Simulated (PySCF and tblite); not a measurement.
The numbers below are computed, except where a source is named.
System: C₇H₆OS, numbered as in [OH:1][c:2]1[cH:3][cH:4][cH:5][cH:6][c:7]1[CH:8]=[S:9].

For the rotation about the C7–C8 bond (torsion C2–C7–C8–S9 from 0° to 180°, rising): electronic barrier 17.44 kcal/mol, zero-point change -0.51 kcal/mol, thermal and entropy terms at 298.15 K a further 0.01 kcal/mol (symmetry numbers apart). The minimum is Cs, the saddle C1. The path came from a restrained scan, a climbing-image band and a saddle search at GFN2-xTB; energies are revPBE/pcSseg-1 + D3(BJ), IEF-PCM dimethylsulfoxide//GFN2-xTB, thermal terms GFN2-xTB. Rates follow Eyring's equation with the number of equivalent paths and no tunnelling. Run with tblite and PySCF.

**Question.** How many equivalent paths lead out of the minimum?

**Answer.** 2: the symmetry number of the minimum is 1, that of the saddle displaced along its mode 1, and the displaced saddle is chiral while the minimum is not, which doubles the count.

**Question.** Work out the rate at 298.15 K.

**Answer.** ΔG‡ = 16.94 kcal/mol; k_B T/h = 6.2×10¹² s⁻¹; exp(−ΔG‡/RT) = 3.8×10⁻¹³; times 2 gives k = 4.8 s⁻¹. Wigner's tunnelling factor for the 144i cm⁻¹ mode would be 1.02.
